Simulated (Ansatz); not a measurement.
The same molecule with X = B, Al, In. Ansatz, PBE0-D4/def2-TZVP geometries, multiplicity 1.

Elements past krypton have def2 core potentials. Scalar relativity is left out up to krypton.

```json
{"X": "Al", "molecule": "`[Cl][Al]([Cl])[GeH3]`", "mean X–Cl bond length / Å": "2.090", "mean X–Ge bond length / Å": "2.455", "HOMO–LUMO gap (PBE/def2-TZVPP) / eV": "4.66", "HOMO–LUMO gap (ωB97M-V/def2-TZVPP) / eV": "10.21", "LUMO energy (ωB97M-V/def2-TZVPP) / eV": "-0.05"}
{"X": "In", "molecule": "`[Cl][In]([Cl])[GeH3]`", "mean X–Cl bond length / Å": "2.327", "mean X–Ge bond length / Å": "2.585", "HOMO–LUMO gap (PBE/def2-TZVPP) / eV": "4.37", "HOMO–LUMO gap (ωB97M-V/def2-TZVPP) / eV": "9.81", "LUMO energy (ωB97M-V/def2-TZVPP) / eV": "-0.45"}
```

(1) Give the row for X = B, `Cl[B](Cl)[GeH3]`. (Best estimate.)

Results:

(1) The calculation gave: 
```json
{"X": "B", "molecule": "`Cl[B](Cl)[GeH3]`", "mean X–Cl bond length / Å": "1.742", "mean X–Ge bond length / Å": "2.068", "HOMO–LUMO gap (PBE/def2-TZVPP) / eV": "4.05", "HOMO–LUMO gap (ωB97M-V/def2-TZVPP) / eV": "10.34", "LUMO energy (ωB97M-V/def2-TZVPP) / eV": "-0.04"}
```

From B to In the mean X–Cl bond length rises at each step, by 0.585 Å in all; the mean X–Ge bond length rises at each step, by 0.517 Å in all; the HOMO–LUMO gap (PBE/def2-TZVPP) isn't monotonic: highest at Al, lowest at B; the HOMO–LUMO gap (ωB97M-V/def2-TZVPP) falls at each step, by 0.53 eV in all; the LUMO energy (ωB97M-V/def2-TZVPP) falls at each step, by 0.41 eV in all. Bonds lengthen as the atom grows down the group.
